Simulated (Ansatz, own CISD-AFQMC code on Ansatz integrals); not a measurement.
CH3NO, SMILES `[H]/N=C\O` (N–C–O–H torsion 0°) (charge 0, multiplicity 1).

Cartesian coordinates (Å):
```xyz
6

N     -1.1628    -0.1556    -0.0047
C     -0.0966     0.5090     0.0294
O      1.1832     0.0883     0.0009
H     -1.0041    -1.1622    -0.0627
H     -0.1250     1.5954     0.0914
H      1.2053    -0.8749    -0.0542
```
Charge 0, spin multiplicity 1.

Frozen-core energies in cc-pVDZ from Ansatz (a first-principles code) at a geometry from PBE0-D3(BJ)/def2-TZVP; the HF reference has <S^2> = 0.00 and the T1 diagnostic is 0.014.

| level | energy (Ha) |
|---|---|
| HF | -168.92360 |
| MP2 | -169.40688 |
| CCSD | -169.42744 |
| CCSD(T) | -169.44289 |

Problem. Estimate the energies of CCSDT, phaseless AFQMC, CISD trial (own CISD-AFQMC code on Ansatz integrals; ±0.40 mHa) and CCSDT(Q), and give each level's difference from CCSDT(Q).

Solution. 
```json
[
 {"level": "MP2", "energy (Ha)": "-169.40688", "difference from CCSDT(Q) (mHa)": "38.02"},
 {"level": "CCSD", "energy (Ha)": "-169.42744", "difference from CCSDT(Q) (mHa)": "17.46"},
 {"level": "CCSD(T)", "energy (Ha)": "-169.44289", "difference from CCSDT(Q) (mHa)": "2.02"},
 {"level": "CCSDT", "energy (Ha)": "-169.44337", "difference from CCSDT(Q) (mHa)": "1.54"},
 {"level": "phaseless AFQMC, CISD trial (own CISD-AFQMC code on Ansatz integrals; ±0.40 mHa)", "energy (Ha)": "-169.44504", "difference from CCSDT(Q) (mHa)": "-0.14"},
 {"level": "CCSDT(Q)", "energy (Ha)": "-169.44490", "difference from CCSDT(Q) (mHa)": "0.00"}
]
```
